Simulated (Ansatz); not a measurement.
A nudged elastic band was laid between two geometries of CH4BClS (8 atoms, charge 0, multiplicity 1).

Computed with Ansatz, RKS PBE/cc-pVDZ.

- movable images: 3
- climbing image: yes
- spring: 5.0 eV/Å²
- optimiser: quadratic models (default)
- start path: IDPP
- force threshold: 0.03 eV/Å
- iteration limit: 60
- end points: relaxed

Image 0:

```xyz
8
Properties=species:S:1:pos:R:3
S -0.315 1.679 -0.984
B -0.428 0.279 0.134
C 0.524 -0.958 -0.114
Cl 1.598 -0.993 1.368
H -1.258 2.474 -0.392
H -1.210 0.286 1.058
H -0.014 -1.927 -0.135
H 1.195 -0.897 -0.991
```

Image 4:

```xyz
8
Properties=species:S:1:pos:R:3
S -1.746 0.505 -0.751
B -0.160 0.499 0.091
C 0.819 -0.716 -0.162
Cl 0.947 -1.527 1.473
H -2.234 1.674 -0.233
H 0.147 1.399 0.838
H 0.473 -1.489 -0.873
H 1.845 -0.402 -0.438
```

**Question.** Which bonds break or form, and what moves?

**Answer.** No bond is made or broken. The dihedral S1–B2–C3–H7 goes from -129 to 1°. The two ends are copies of one structure, up to a mirror image or an exchange of like atoms.

**Question.** What energy profile does the band end with?

**Answer.** The forces met the threshold. The highest image is number 2 of 0 to 4, 0.8 kcal/mol above the ends, which have the same energy within 2 meV. Another band between the same ends (9 images) ends at a top of the same energy, where a vibrational analysis finds 1 clearly imaginary mode. So few images can step over the top or miss a turn of the path.

```tsv
image	path coordinate (Å)	energy (kcal/mol)	dihedral S1–B2–C3–H7 (°)
0	0.00	0.0	-129
1	0.87	0.3	-95
2	1.73	0.8	-59
3	2.59	0.3	-26
4	3.46	0.0	1
```

**Question.** What is the geometry of the highest image?

**Answer.** 
```xyz
8
Properties=species:S:1:pos:R:3
S -0.990 1.157 -1.289
B -0.302 0.397 0.194
C 0.672 -0.830 0.000
Cl 1.300 -1.512 1.562
H -1.728 2.119 -0.659
H -0.595 0.835 1.281
H 0.175 -1.667 -0.536
H 1.560 -0.556 -0.608
```

The band took 6 iterations and roughly 60 core-seconds.

The run took 56 s on 1 thread of Arm Neoverse V1, on a shared host, peak memory 0.12 GiB.
